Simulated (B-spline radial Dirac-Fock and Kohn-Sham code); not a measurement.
## Photoemission from W at 2730 eV, detector at θ = 60°, φ = 180°

System: the free tungsten atom, [Xe] 4f14 5d4 6s2. Level of theory: Dirac-Hartree-Slater photoionisation with a Latter tail; cross sections with all multipoles, angular parameters from the dipole term and its interference with E2; an atomic code on a B-spline grid. Thresholds are tabulated edges, those marked * orbital energies of the model. For linearly polarised light dσ/dΩ = σ/(4π) [1 + β P₂(cos θ) + (δ + γ cos²θ) sin θ cos φ], with θ from the polarisation vector and φ the angle between the beam and the projection of the electron momentum on the plane normal to the polarisation. The dipole factor is 1 + βP₂ and the non-dipole term is the rest of the bracket. Open shells are filled statistically over j.

```
subshell  threshold (eV)  σ (kb)     β      γ       δ  dipole factor  non-dipole term  dσ/dΩ (kb/sr)
   3p1/2          2575.0    43.0  0.75   0.28   0.231          0.907           -0.260           2.21
   3p3/2          2281.0     104  1.13   0.37   0.082          0.859           -0.151           5.88
   3d3/2          1872.0     169  0.96  -0.18   0.019          0.880           +0.024           12.1
   3d5/2          1809.0     238  1.04  -0.15   0.020          0.870           +0.016           16.8
      4s           594.1    10.0  1.93   0.27  -0.001          0.759           -0.057          0.560
   4p1/2           490.4    12.3  1.68   0.03  -0.003          0.790           -0.003          0.771
   4p3/2           423.6    25.8  1.70  -0.03   0.002          0.788           +0.005           1.63
   4d3/2           255.9    25.1  1.38   0.15   0.037          0.828           -0.064           1.53
   4d5/2           243.5    35.1  1.35   0.18   0.036          0.832           -0.070           2.13
   4f5/2          44.80*    7.38  1.02   0.65   0.151          0.872           -0.272          0.352
   4f7/2          42.39*    9.26  1.00   0.67   0.152          0.875           -0.276          0.441
      5s           75.60    1.91  1.94   0.16  -0.001          0.758           -0.034          0.110
   5p1/2          55.40*    1.96  1.72  -0.01  -0.005          0.785           +0.005          0.123
   5p3/2          44.98*    3.84  1.74  -0.04   0.002          0.783           +0.007          0.242
   5d3/2           7.69*   0.672  1.41   0.18   0.036          0.824           -0.071         0.0403
   5d5/2           6.83*   0.893  1.37   0.22   0.035          0.829           -0.078         0.0534
      6s           7.41*   0.178  1.94   0.15  -0.001          0.758           -0.031         0.0103
```

Values without a named source are computed, but for edge energies of neutral atoms, which are taken from tables.
